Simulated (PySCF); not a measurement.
Geometry (Å), atoms numbered from 1 in this order:
```xyz
21

C     3.9688    0.8610   -0.3686
O     2.6816    0.9078    0.1784
Si    1.7026   -0.3073    0.5958
C    -0.0316    0.3496    1.0700
C    -0.6232   -0.4537   -0.0695
C    -2.0331   -0.5673   -0.4291
C    -2.9682    0.6016   -0.2383
C    -3.0969   -0.5939    0.6418
C     0.4576   -1.0102   -0.6378
F     0.4504   -1.8423   -1.7146
H     4.3372    1.8842   -0.4447
H     4.6396    0.2801    0.2675
H     3.9485    0.4089   -1.3619
H     2.3636   -1.2864    1.4548
H    -0.1946    1.4194    0.9659
H    -0.4134    0.0448    2.0412
H    -2.2046   -1.1919   -1.2988
H    -2.5619    1.5060    0.1872
H    -3.7174    0.7720   -0.9961
H    -3.9354   -1.2579    0.4978
H    -2.7786   -0.5075    1.6690
```

- structure optimised with GFN2-xTB
- PBE0/pcSseg-1 with gauge-including orbitals
- program: PySCF
- no relativistic terms, averaged over atoms made equivalent by symmetry, fast rotation or ring inversion, one conformer, in vacuum

References, each an isolated molecule treated in the same way: TMS for ¹³C (186.93 ppm).

Problem. Do the ¹³C shifts follow the atomic charges (in e)? Tabulate both.

Solution. 
```tsv
atoms	hybridisation	δ (ppm)	σ para (ppm)	Hirshfeld	IAO	Mulliken	ESP-fitted
C9	sp2	172.0	-241	-0.05	-0.06	+0.05	-0.07
C5	sp2	148.3	-226	-0.01	-0.00	-0.26	+0.07
C1	sp3	54.1	-106	-0.03	-0.20	-0.01	-0.17
C6	sp3	12.5	-67	-0.04	-0.15	-0.19	-0.06
C4	sp3	12.0	-80	-0.17	-0.55	-0.44	-0.73
C7	sp3	6.7	-73	-0.08	-0.28	-0.17	-0.24
C8	sp3	6.0	-75	-0.08	-0.28	-0.18	-0.34
```

Correlation coefficients of δ with charge over these carbons: Hirshfeld +0.55, IAO +0.73, Mulliken +0.43, ESP-fitted +0.59; with the paramagnetic shielding -0.99. Among the 5 sp3 carbons alone: Hirshfeld +0.51, IAO +0.32, Mulliken +0.62, ESP-fitted +0.28. With so few points, grouped by hybridisation, these coefficients are fragile. Charge is one influence among several: hybridisation and low-lying excitations act through the paramagnetic term.

Shifts are as computed. Against solution values, carbons near 30 ppm lie about +3 ppm off and those near 130 ppm about +5 ppm. Of 1211 compounds with measured shifts, 218 miss one by over three times the rms of a fit or turn the order of signals round; such compounds aren't used in these exercises.
